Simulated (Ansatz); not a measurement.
Gas-phase electronic energies from Ansatz, PBE0-D4/def2-TZVP geometries. CCSD(T)/CBS adds triple-zeta CCSD(T) − MP2 to the extrapolated MP2 energy (def2 sets, frozen cores). DFT in def2-TZVPP. HSE06 is defined as in plane-wave codes. Each species was taken in one conformer, which may not be the lowest.

Reaction (cleavage of the Si–Si bond): `F[Si]([SiH3])([SiH3])Cl` + `CC(=N)Cl` → `C/C(Cl)=N\[SiH3]` + `F[SiH]([SiH3])Cl`

Question: Is it downhill or uphill in electronic energy at CCSD(T)/CBS, and by how much? (Best estimate.)

Answer: The calculation gave: Downhill: ΔE = -32.0 kJ/mol.

Question: What do these levels give: LDA (SPW92), revPBE-D4, CAM-B3LYP-D4, B2PLYP, HSE06, MP2/def2-QZVPP? (An estimate is asked.)

Answer: Ansatz gave: LDA (SPW92) -20.7, revPBE-D4 -15.9, CAM-B3LYP-D4 -37.5, B2PLYP -37.5, HSE06 -21.4, MP2/def2-QZVPP -42.6 kJ/mol.

Question: What do rigid-rotor, harmonic-oscillator terms from PBE0-D4/def2-TZVP frequencies (298.15 K, 1 bar) make of the CCSD(T)/CBS value? (Estimate.)

Answer: The calculation gave: ΔZPE = -4.6 kJ/mol, ΔH = -37.9 kJ/mol, ΔS = -6 J/(mol·K), ΔG = -36.1 kJ/mol.

Largest T1 diagnostic among the species: 0.013.

At CCSD(T), def2-SVP lies +8.6 kJ/mol from the extrapolated value and def2-TZVPP +0.2 kJ/mol. From PBE to PBE0 (25 % exact exchange), in def2-TZVPP and without D4, ΔE moves by −6.0 kJ/mol. Leaving LDA and LC-ωPBE aside and taking each functional with its dispersion term where it has one, the values, not all of them listed here, spread over 24.3 kJ/mol, from BHLYP-D4 to PBE-D4. LDA lies −5.4 kJ/mol from PBE without D4.
